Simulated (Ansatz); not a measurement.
Isolated molecules relaxed with PBE0-D4/def2-TZVP in Ansatz; ΔE leaves out vibrations. CCSD(T)/CBS is the MP2 limit (def2-TZVPP, def2-QZVPP) plus CCSD(T) − MP2 in def2-TZVPP, frozen cores. This one scheme is used for every species. DFT in def2-TZVPP. B3LYP here is the variant with VWN-RPA as its local correlation; programs differ in this. HSE06 is defined as in plane-wave codes. For Br, Ge outer-core shells are correlated without core-valence functions, which leaves a few kJ/mol of doubt a bond. Scalar relativity is left out up to krypton. One conformer a species, not always the lowest.

Reaction (formal hydrolysis of a Ge–C bond): `[CH3][GeH2][Br]` + H₂O → `[OH][GeH2][Br]` + CH₄

| level | ΔE (kcal/mol) | difference from CCSD(T)/CBS |
| --- | --- | --- |
| PBE-D4 | -10.0 | -1.2 |
| revPBE-D4 | -10.0 | -1.2 |
| BLYP-D4 | -11.9 | -3.1 |
| r2SCAN-D4 | -11.4 | -2.6 |
| B97M-V | -12.4 | -3.6 |
| PBE0-D4 | -9.3 | -0.5 |
| B3LYP-D4 | -11.3 | -2.5 |
| r2SCANh-D4 | -11.0 | -2.2 |
| r2SCAN0-D4 | -10.4 | -1.6 |
| HSE06-D4 | -9.3 | -0.5 |
| BHLYP-D4 | -11.2 | -2.4 |
| CAM-B3LYP-D4 | -11.6 | -2.8 |
| ωB97X-V | -10.8 | -2.0 |
| ωB97M-V | -10.3 | -1.5 |
| B2PLYP | -11.6 | -2.8 |
| PBE-QIDH | -9.6 | -0.8 |
| revPBE | -10.6 | -1.8 |
| BLYP | -12.7 | -3.9 |
| PBE0 | -9.7 | -0.9 |
| B3LYP | -12.0 | -3.2 |
| r2SCANh | -11.1 | -2.3 |
| r2SCAN0 | -10.6 | -1.8 |
| HSE06 | -9.7 | -0.9 |
| BHLYP | -11.9 | -3.1 |
| CAM-B3LYP | -12.0 | -3.2 |
| LC-ωPBE | -10.0 | -1.2 |
| HF/def2-SVP | -13.1 | -4.3 |
| MP2/def2-SVP | -13.1 | -4.3 |
| CCSD/def2-SVP | -12.8 | -4.0 |
| CCSD(T)/def2-SVP | -12.9 | -4.1 |
| HF/def2-TZVPP | -13.0 | -4.2 |
| MP2/def2-TZVPP | -9.7 | -0.9 |
| CCSD/def2-TZVPP | -9.8 | -1.0 |
| CCSD(T)/def2-TZVPP | -9.8 | -1.0 |
| HF/def2-QZVPP | -13.1 | -4.3 |
| MP2/def2-QZVPP | -9.2 | -0.4 |
| SCS-MP2/def2-QZVPP | -10.3 | -1.5 |
| HF/CBS(def2) | -13.1 | -4.3 |
| MP2/CBS(def2) | -8.7 | 0.1 |
| CCSD/CBS(def2) | -8.8 | 0.0 |
| CCSD(T)/CBS | -8.8 | 0 |

Largest T1 diagnostic among the species: 0.010.

From PBE to PBE0 (25 % exact exchange), in def2-TZVPP and without D4, ΔE moves by +0.7 kcal/mol. Leaving LDA and LC-ωPBE aside and taking each functional with its dispersion term where it has one, the values spread over 3.2 kcal/mol, from B97M-V to PBE0-D4. LDA lies +1.0 kcal/mol from PBE without D4.
